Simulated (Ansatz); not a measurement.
C3H7BO2 (`CB(C)OC=O`). Total charge 0; spin multiplicity 1. The geometry is a stationary point of PBE0-D4/def2-TZVP. It is one conformer, not always the lowest.

```xyz
13

C    -1.374    1.232    0.225
B    -0.240    0.183   -0.002
C    -0.234   -1.224    0.672
O     0.754    0.580   -0.901
C     1.942   -0.019   -1.086
O     2.528   -0.672   -0.281
H    -2.275    0.896   -0.305
H    -1.130    2.233   -0.133
H    -1.660    1.283    1.280
H     0.381   -1.167    1.579
H    -1.236   -1.529    0.980
H     0.217   -2.010    0.063
H     2.327    0.213   -2.090
```

Q: What is the dipole moment at ωB97M-V/def2-TZVPP? (Estimate.)

A: The calculation gave: 1.71 D, with components (-1.40, 0.56, -0.81) D in this frame, pointing from negative to positive charge.

Q: And with PBE, r2SCAN, B3LYP? (Best estimate.)

A: The calculation gave: PBE 1.66 D, r2SCAN 1.74 D, B3LYP 1.73 D.

Q: Give the Mulliken charges with ωB97M-V, B3LYP, r2SCAN in def2-TZVPP. (Best estimate.)

A: Computed: 
| atom | ωB97M-V | B3LYP | r2SCAN |
| --- | --- | --- | --- |
| C1 | -0.36 | -0.32 | -0.25 |
| B2 | 0.24 | 0.26 | 0.30 |
| C3 | -0.36 | -0.32 | -0.24 |
| O4 | -0.28 | -0.28 | -0.28 |
| C5 | 0.24 | 0.22 | 0.29 |
| O6 | -0.28 | -0.27 | -0.30 |
| H7 | 0.11 | 0.09 | 0.07 |
| H8 | 0.11 | 0.10 | 0.06 |
| H9 | 0.11 | 0.10 | 0.07 |
| H10 | 0.14 | 0.11 | 0.09 |
| H11 | 0.10 | 0.09 | 0.06 |
| H12 | 0.12 | 0.10 | 0.07 |
| H13 | 0.11 | 0.10 | 0.07 |

B3LYP here is the variant with VWN-RPA as its local correlation; programs differ in this.
